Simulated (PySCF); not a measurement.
C₂H₅BO₃, SMILES CB(O)C(=O)O.

Geometry: B3LYP-D3(BJ)/def2-SVP. The structure was generated by enumeration, and PubChem lists no compound with its InChIKey, so it may never have been made. The values are those of a single conformer.

Calculation: B3LYP-D3(BJ)/def2-SVP (PySCF).

Frequencies are harmonic and unscaled.

| mode | ν (cm⁻¹) | IR (km/mol) | Raman (Å⁴/amu) | depolarisation | moving atoms (share of kinetic energy) |
|---|---|---|---|---|---|
| 1 | 63 | 0.0 | 0.0 | – | O 49 %, H 43 % |
| 2 | 92 | 2.0 | 0.1 | 0.75 | H 63 %, O 31 % |
| 3 | 178 | 3.2 | 0.3 | 0.73 | O 52 %, C 25 %, H 20 % |
| 4 | 308 | 0.3 | 0.9 | 0.75 | B 38 %, H 31 %, C 18 %, O 12 % |
| 5 | 310 | 17.5 | 0.5 | 0.30 | O 60 %, H 22 %, C 16 % |
| 6 | 438 | 17.4 | 0.5 | 0.70 | O 65 %, C 14 %, H 13 %, B 9 % |
| 7 | 540 | 23.4 | 4.3 | 0.38 | O 39 %, C 28 %, H 17 %, B 16 % |
| 8 | 563 | 0.5 | 2.9 | 0.75 | H 57 %, C 33 %, B 8 % |
| 9 | 720 | 25.0 | 7.5 | 0.12 | O 51 %, C 24 %, H 24 % |
| 10 | 729 | 179.3 | 3.3 | 0.75 | H 66 %, C 17 %, O 16 % |
| 11 | 819 | 70.0 | 1.1 | 0.75 | H 80 %, O 9 %, C 8 % |
| 12 | 848 | 6.7 | 2.1 | 0.66 | H 58 %, C 25 %, O 14 % |
| 13 | 890 | 6.1 | 0.4 | 0.75 | H 41 %, B 32 %, C 25 % |
| 14 | 1004 | 80.7 | 3.9 | 0.68 | H 58 %, B 26 %, C 9 % |
| 15 | 1182 | 411.7 | 2.0 | 0.74 | O 44 %, H 36 %, C 16 % |
| 16 | 1240 | 44.4 | 3.3 | 0.66 | H 70 %, B 16 %, O 12 % |
| 17 | 1316 | 54.0 | 2.2 | 0.75 | H 61 %, C 24 % |
| 18 | 1395 | 10.8 | 10.5 | 0.73 | H 52 %, C 27 %, B 12 %, O 9 % |
| 19 | 1414 | 112.0 | 4.8 | 0.61 | H 42 %, C 29 %, B 21 % |
| 20 | 1430 | 6.1 | 14.3 | 0.75 | H 96 % |
| 21 | 1482 | 106.9 | 2.6 | 0.62 | B 51 %, H 27 %, O 15 % |
| 22 | 1797 | 212.7 | 6.7 | 0.23 | C 62 %, O 35 % |
| 23 | 3024 | 0.1 | 140.0 | 0.00 | H 97 % |
| 24 | 3087 | 4.9 | 72.4 | 0.75 | H 91 %, C 9 % |
| 25 | 3136 | 12.5 | 89.5 | 0.68 | H 91 %, C 9 % |
| 26 | 3685 | 106.5 | 75.3 | 0.15 | H 94 % |
| 27 | 3696 | 43.9 | 149.6 | 0.31 | H 94 % |
